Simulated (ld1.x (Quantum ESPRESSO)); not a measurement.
Reading a pseudo-wave (Cr)

Columns: radius, all-electron u(r) and pseudo u(r) of the 3s shell (level -94.78 eV) of chromium in the configuration [Ne] 3s2 3p6 3d4 4s0 4p0; LDA (PZ), scalar-relativistic, TM scheme, ld1.x (Quantum ESPRESSO) 7.5.

```
r (bohr)  all-electron  pseudo
   0.078        0.0499  0.1433
   0.155       -0.5328  0.2834
   0.232       -0.5870  0.4209
   0.310       -0.2768  0.5559
   0.388        0.1506  0.6846
   0.465        0.5418  0.8027
   0.542        0.8419  0.9078
   0.620        1.0410  0.9959
   0.698        1.1455  1.0591
   0.775        1.1758  1.0919
   0.852        1.1535  1.0921
   0.930        1.0952  1.0596
   1.008        1.0154  0.9993
   1.085        0.9257  0.9203
   1.162        0.8325  0.8314
   1.240        0.7394  0.7394
   1.318        0.6509  0.6509
   1.395        0.5697  0.5697
   1.472        0.4957  0.4957
   1.550        0.4283  0.4283
   1.628        0.3685  0.3685
   1.705        0.3164  0.3164
   1.782        0.2708  0.2708
   1.860        0.2306  0.2306
   1.938        0.1959  0.1959
   2.015        0.1664  0.1664
```

Q: How many radial nodes do the two functions have?

A: The all-electron 3s function has n − l − 1 = 2; the pseudo-wave has 0, since the states of the same l below it are removed with the core.

Q: At about which radius was the pseudo-wave matched?

A: 1.35 bohr. The columns agree to 0.0005 from 1.24 bohr on; several derivatives are matched, so the curves merge somewhat inside the radius.

Q: Where does each function peak?

A: Outermost all-electron maximum near 0.78 bohr, pseudo maximum near 0.85 bohr (to the table’s step).

Q: Is the pseudo-wave norm-conserving?

A: Yes: the TM scheme keeps the norm inside the radius equal to the all-electron one, which fixes the energy derivative of the logarithmic derivative at the level.
